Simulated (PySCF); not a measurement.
Saddle point of GeH₄O, closed shell (GeH₄O ([OH2][GeH2]) → GeH₂O ([OH][GeH]) + H₂; bonds formed: H2–H4; dative contacts that become bonds: Ge1–O3; bonds broken: Ge1–H4, H2–O3), PBE0-D4/def2-TZVP structure:

```
atom    x (Å)    y (Å)    z (Å)
 Ge1  -0.0956   0.4616   1.0612
  H2   0.3443   0.2015  -0.7127
  O3   0.0464  -1.0299  -0.2674
  H4   0.4307   1.1565  -0.5486
  H5  -1.5844   0.7330   0.5818
  H6   0.8585  -1.5226  -0.1144
```

Energies are electronic, without zero-point energy. Barriers and step energies count from the start structure reached by relaxing down the imaginary mode; all methods use the PBE0-D4 structures, on which another method's saddle can fall below an end. PySCF 2.14 with density fitting (its default auxiliary sets; JK sets also for MP2 and CCSD(T)); basis: def2-TZVPP, with def2-QZVPP for the basis limit; cores frozen in the correlated methods. Filled d shells of the heavier atoms are correlated. The def2 sets are not built for correlating such inner shells, so the correlated values are less sure here. B3LYP uses VWN-RPA correlation. Extrapolation: Hartree–Fock as exp(−7.88 √X), correlation as X^−2.97.

```
   method  barrier (kJ/mol)  step energy (kJ/mol)
    SPW92                 ?                   4.5
   PBE-D4                 ?                 -13.4
r2SCAN-D4              83.6                  -9.7
  PBE0-D4              91.3                  -2.8
 B3LYP-D4              93.5                 -15.2
 BHLYP-D4             114.3                  -5.3
  wB97M-V             101.3                  -7.7
       HF             152.6                  -1.0
      MP2                 ?                 -14.5
     CCSD             112.4                  -5.9
  CCSD(T)             103.0                  -9.4
```

Question: Fill in the withheld barriers. (Judge from chemistry; the value comes from the calculation.)

Answer: Computed: MP2 95.3; SPW92 61.0; PBE-D4 72.9 kJ/mol. Each is the energy of the saddle less that of the start structure, by the same method.

For comparison, the barrier by CCSD(T) at an estimated basis limit (MP2 extrapolated from triple and quadruple zeta, plus CCSD(T) − MP2 in triple zeta) is 98.6 kJ/mol.

The T1 diagnostic stays at or below 0.016.

Labels in which every atom is bracketed show which atoms are joined, not bond orders.

For scale, one of the runs: CCSD(T)/def2-TZVPP, 135 basis functions, launched by `OMP_NUM_THREADS=4 python run.py`. The run took 70 s on 4 CPU threads of a Oxide Virtual Turin-like (shared host), with 0.87 GiB of host memory at its peak.
